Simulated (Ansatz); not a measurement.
Computed with Ansatz.

`[F][Sb]([Cl])[Cl]`. Charge 0, multiplicity 1. Sb: def2 effective core potential. The structure was optimised at the PBE0-D4/def2-TZVP level.

```xyz
4

F    -0.684   -0.220    1.557
Sb   -0.706    0.371   -0.246
Cl    1.338    1.480   -0.153
Cl    0.052   -1.631   -1.158
```

(1) What is the dipole moment at B3LYP/def2-TZVPP? (Estimate.)

(2) And with PBE, r2SCAN, ωB97M-V? (An estimate is asked.)

(3) Give the Mulliken charges with B3LYP, ωB97M-V, r2SCAN in def2-TZVPP. (Best estimate.)

## Answers

(1) The calculation gave: 3.08 D, with components (-2.27, 1.43, -1.51) D in this frame, pointing from negative to positive charge.

(2) The calculation gave: PBE 2.85 D, r2SCAN 2.93 D, ωB97M-V 3.05 D.

(3) The calculation gave: 
```csv
atom,B3LYP,ωB97M-V,r2SCAN
F1,-0.44,-0.43,-0.43
Sb2,1.09,1.02,1.08
Cl3,-0.32,-0.29,-0.32
Cl4,-0.32,-0.29,-0.32
```

B3LYP here is the variant with VWN-RPA as its local correlation; programs differ in this.
